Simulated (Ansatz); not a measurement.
Cost and result for the atomization energy of `[AlH2]/[N]=C\[SiH3]` (10 atoms, 9 bonds).

```xyz
10

Al   -0.7938   -1.8640    1.3925
N    -0.6711   -0.6453    0.1420
C    -0.5279    0.2428   -0.7242
Si    0.9625    1.4256   -0.7589
H    -0.1485   -3.2722    1.0847
H    -1.5522   -1.4569    2.7166
H    -1.2903    0.3655   -1.5180
H     0.4816    2.8305   -0.6586
H     1.8575    1.0971    0.3771
H     1.6821    1.2769   -2.0532
```

The species carries charge 0 and has multiplicity 1. The structure was optimised at the PBE0-D4/def2-TZVP level. Program: Ansatz. Hardware: A = 2 threads of an AMD EPYC 7R13 on a shared host; B = 2 threads of an AMD EPYC 7R13 on a shared host and a share of an NVIDIA H100 80 GB. Times are those of one run each, without the atoms' runs, and a repeat can differ threefold. Electronic energies, without spin–orbit coupling; frozen cores. CCSD(T)/CBS extrapolates def2-TZVPP and def2-QZVPP, and its time is that of the two runs behind it. T1 = 0.015. B3LYP takes the VWN-RPA correlation (the form of Gaussian; ORCA's B3LYP/G).

CCSD(T)/CBS is a level of theory with its own doubt, some kJ/mol a heavy atom from the limit and from the frozen cores, so smaller differences don't rank the functionals.

```tsv
level	functions	wall time	atomization (kJ/mol)	difference from CCSD(T)/CBS	per bond
PBE-D4/def2-TZVPP (with forces) [A]	230	3 s	3234.0	27.8	3.1
PBE0-D4/def2-TZVPP [A]	230	3.3 s	3180.9	-25.3	-2.8
r2SCAN-D4/def2-TZVPP (with forces) [A]	230	4.9 s	3205.3	-0.9	-0.1
B3LYP-D4/def2-TZVPP (with forces) [A]	230	5.5 s	3225.3	19.1	2.1
B2PLYP/def2-TZVPP [A]	230	7 s	3177.1	-29.1	-3.2
CCSD(T)/def2-TZVPP [B]	230	8 s	3116.3	-89.9	-10.0
ωB97X-V/def2-TZVPP [A]	230	8.5 s	3230.7	24.5	2.7
ωB97M-V/def2-TZVPP (with forces) [A]	230	12 s	3219.2	13.0	1.4
CCSD(T)/def2-QZVPP [B]	434	23 s	3170.3	-35.9	-4.0
CCSD(T)/CBS(def2)	–	31 s	3206.2	0.0	0.0
```

The D4 term adds +31.2 kJ/mol with B3LYP and +16.4 kJ/mol with PBE0; it sums over pairs of atoms, weighted by their polarisabilities, and B3LYP, whose exchange is more repulsive, gets the larger term. From PBE to PBE0 (25 % exact exchange), in def2-TZVPP and without D4, the atomization energy moves by −50.3 kJ/mol: exact exchange takes away binding that semilocal exchange gives to molecules. In def2-TZVPP, CCSD(T) changes the Hartree–Fock value by +802.6 kJ/mol (the triples alone add +46.0 kJ/mol) and MP2 by +817.5 kJ/mol; breaking electron pairs costs correlation energy, which Hartree–Fock lacks.
